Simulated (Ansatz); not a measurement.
Gas-phase electronic energies from Ansatz, PBE0-D4/def2-TZVP geometries. CCSD(T)/CBS is the MP2 limit (def2-TZVPP, def2-QZVPP) plus CCSD(T) − MP2 in def2-TZVPP, frozen cores. This one scheme is used for every species. DFT in def2-TZVPP. One conformer a species, not always the lowest.

Consider the ligand exchange at a B–C bond: `CBBF` + HCl → `FBBCl` + CH₄.

`CBBF`:

Cartesian coordinates in Å:
```
C 0.180 -1.266 -0.131
B 0.068 0.123 0.564
B -0.169 1.582 -0.241
F -1.381 2.043 -0.541
H -0.833 -1.690 -0.009
H 0.386 -1.260 -1.202
H 0.847 -1.968 0.375
H 0.151 0.146 1.766
H 0.751 2.290 -0.581
```

HCl:

Cartesian coordinates in Å:
```
Cl -0.319 0.015 0.554
H 0.319 -0.015 -0.554
```

`FBBCl`:

```xyz
6

F    -0.662    0.278   -1.786
B     0.202   -0.097   -0.853
B    -0.230   -0.092    0.783
Cl    0.114    1.343    1.717
H     1.293   -0.427   -1.243
H    -0.717   -1.004    1.382
```

CH₄:

```xyz
5

C     0.000    0.000    0.000
H    -0.024   -0.014   -1.089
H     1.031   -0.083    0.342
H    -0.580   -0.837    0.387
H    -0.428    0.935    0.360
```

**Question.** Is it downhill or uphill in electronic energy at CCSD(T)/CBS, and by how much? (An estimate is asked.)

**Answer.** The calculation gave: Downhill: ΔE = -22.8 kcal/mol.

**Question.** What do these levels give: BLYP-D4, r2SCAN, LC-ωPBE, HF/def2-TZVPP, HF/def2-QZVPP, SCS-MP2/def2-QZVPP? (Best estimate.)

**Answer.** Ansatz gave: BLYP-D4 -23.3, r2SCAN -23.1, LC-ωPBE -21.8, HF/def2-TZVPP -23.4, HF/def2-QZVPP -23.3, SCS-MP2/def2-QZVPP -23.5 kcal/mol.

**Question.** What do rigid-rotor, harmonic-oscillator terms from PBE0-D4/def2-TZVP frequencies (298.15 K, 1 bar) make of the CCSD(T)/CBS value? (An estimate is asked.)

**Answer.** Ansatz gave: ΔZPE = +2.1 kcal/mol, ΔH = -20.9 kcal/mol, ΔS = -6 J/(mol·K), ΔG = -20.5 kcal/mol.

Largest T1 diagnostic among the species: 0.014.

At CCSD(T), def2-SVP lies −2.5 kcal/mol from the extrapolated value and def2-TZVPP −0.1 kcal/mol. Leaving LDA and LC-ωPBE aside and taking each functional with its dispersion term where it has one, the values, not all of them listed here, spread over 1.1 kcal/mol, from B2PLYP to PBE0-D4. LDA lies +1.3 kcal/mol from PBE without D4.
